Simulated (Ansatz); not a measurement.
Pulling on the Ge1–Cl3 bond in ClGeH (SMILES [Cl][GeH]) (multiplicity 1 held, fragments rigid). Energies count from the point at 2.207 Å.
Geometry at that point (charge 0, multiplicity 1):
```xyz
3

Ge     0.5286    -0.1625     0.5049
H      1.6204    -0.3833    -0.6516
Cl    -1.0904     0.3284    -0.9121
```

R- and RO- levels are restricted; in cc, def2 and unpolarised 6-31G sets they are followed outwards from rest. U- levels take the lowest unrestricted solution at each point, which mixes spins at long bonds. Active spaces are followed from a long bond inwards. Levels need not reach the same state.

Cores are frozen in the correlated methods. Filled d and f shells under p-block atoms count as core.

Codes used: Ansatz (Gaussian basis) for Hartree–Fock, density functionals and correlated methods. Values without a source in brackets are computed.

Energies in eV.

```tsv
R (Å)	R-B3LYP/def2-TZVPP	U-CCSD/def2-TZVPP	CASSCF(6,4)/def2-TZVPP	FIC-MRCISD+Q on CASSCF(6,4)/def2-TZVPP
1.765	[?]	2.64	2.65	2.65
1.986	[?]	0.42	0.44	0.43
2.207	0.00	0.00	0.00	0.00
2.427	[?]	0.29	0.24	0.29
2.648	0.72	0.84	0.72	0.83
2.979	1.52	1.75	1.52	1.71
3.310	2.23	2.59	2.23	2.48
3.862	3.12	3.52	3.05	3.41
4.414	3.69	3.82	3.36	3.83
5.076	4.09	3.89	3.45	3.95
5.958	4.36	3.90	3.47	3.98
7.062	4.52	3.90	3.48	3.99
```

### Question
Fill in the missing entries.

### Answer

- 1.765, R-B3LYP/def2-TZVPP: 2.62
- 1.986, R-B3LYP/def2-TZVPP: 0.45
- 2.427, R-B3LYP/def2-TZVPP: 0.23

Doubts at one or more of the structures used: a restricted determinant that unrestricted orbitals would lower (R-B3LYP/def2-TZVPP); other coupled-cluster roots lie near (U-CCSD/def2-TZVPP); a spin-contaminated determinant (U-CCSD/def2-TZVPP); T1 above 0.05 (U-CCSD/def2-TZVPP); active orbitals that take no part (CASSCF(6,4)/def2-TZVPP, FIC-MRCISD+Q on CASSCF(6,4)/def2-TZVPP).

Ansatz is a quantum-chemistry and plane-wave program.
